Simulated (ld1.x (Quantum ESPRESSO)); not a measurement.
## oxygen, PAW: configuration errors across variants

```json
{
 "Element": "oxygen",
 "Generator": "ld1.x (Quantum ESPRESSO) 7.5",
 "Type": "PAW",
 "Functional": "Wu–Cohen",
 "Relativity": "non-relativistic",
 "Frozen core": "[He]",
 "Valence charge": "6",
 "Reference configuration": "2s2 2p3.5 (charge +0.5)",
 "Partial waves": "2s (bound): rcut 0.80, rcutus 1.00 bohr; 2s channel at 0.6 Ry: rcut 0.80, rcutus 1.00 bohr; 2p (bound): rcut 1.25, rcutus 1.50 bohr; 2p channel at -0.1 Ry: rcut 1.25, rcutus 1.50 bohr; 3d channel at -0.15 Ry: rcut 0.90, rcutus 1.25 bohr; 3d channel at 0.95 Ry: rcut 0.90, rcutus 1.25 bohr",
 "Local potential": "all-electron potential smoothed inside 1.10 bohr (lloc = -2)",
 "Core correction": "Bessel-smoothed model core, default radius (core density twice the valence density)",
 "Augmentation charge": "PSQ, radius 0.85 bohr"
}
```

All-electron excitation energies from the reference (eV): (1) 2s2 2p4 -6.277; (2) 2s2 2p3 10.140; (3) 2s2 2p2 43.718; (4) 2s2 2p4.3 -8.392; (5) 2s2 2p1 97.566; (6) 2s0 2p6 23.339; (7) 2s2 2p0 174.377.

3 further variants failed, have other tests or another functional or relativity, and are left out.

Errors AE − PS in meV (a dash: test not solved or not reliable):

| change | (1) | (2) | (3) | (4) | (5) | (6) | (7) | bound ghosts |
| --- | --- | --- | --- | --- | --- | --- | --- | --- |
| base | 0.0 | -0.2 | -3.0 | -0.1 | -9.4 | -1.5 | +1.6 | none |
| waves 3d channel at -0.15 Ry: rcut 0.90, rcutus 1.22 bohr; 3d channel at 0.95 Ry: rcut 0.90, rcutus 1.22 bohr | 0.0 | -0.2 | -3.0 | -0.1 | -9.4 | -1.5 | +1.6 | none |
| wave 3d channel at -0.15 Ry: rcut 0.90, rcutus 1.25 bohr becomes 3d channel at -0.06 Ry: rcut 0.90, rcutus 1.25 bohr | 0.0 | -0.2 | -3.0 | -0.1 | -9.4 | -1.5 | +1.6 | none |
| augmentation PSQ, radius 0.90 bohr | 0.0 | -0.2 | -3.0 | -0.1 | -9.3 | -1.5 | +2.0 | none |
| waves 2s (bound): rcut 0.80, rcutus 1.30 bohr; 2s channel at 0.6 Ry: rcut 0.80, rcutus 1.30 bohr | 0.0 | -0.1 | -0.5 | 0.0 | +6.8 | -1.4 | +65 | none |

Question: Give the same row for: local potential all-electron potential smoothed inside 1.20 bohr (lloc = -1).

Answer: 0.0, -0.2, -2.9, -0.1, -8.8, -1.5, +3.2; bound ghosts: none.
